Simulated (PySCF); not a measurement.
Coordinates in bohr (charge 0 multiplicity 1):
```
N     0.0000    0.0000   -1.9398
V     0.0000    0.0000    1.6778
V     3.0526    0.0000   -0.5715
V    -3.0526    0.0000   -0.5715
```

Computed with PBE0 in PySCF with N def2-SVP, V def2-SVP; no relativity; density-fitted integrals.

This geometry of V3N is a stationary point at this level.

(1) What is the point group?

(2) Is it a minimum?

(3) List the harmonic modes with their infrared intensities.

Results:

(1) C2v.

(2) No: it has 2 imaginary modes, at 391i cm⁻¹ (b2), 73i cm⁻¹ (b1).

(3) 
```
symmetry  ω (cm⁻¹)  IR (km/mol)
      b2      391i            –
      b1       73i            –
      a1       354          3.4
      a1       395          7.0
      b2       748         75.5
      a1       779          7.0
```

Stability towards spin polarisation was not tested. Only a few start shapes were tried, so a lower isomer may exist.
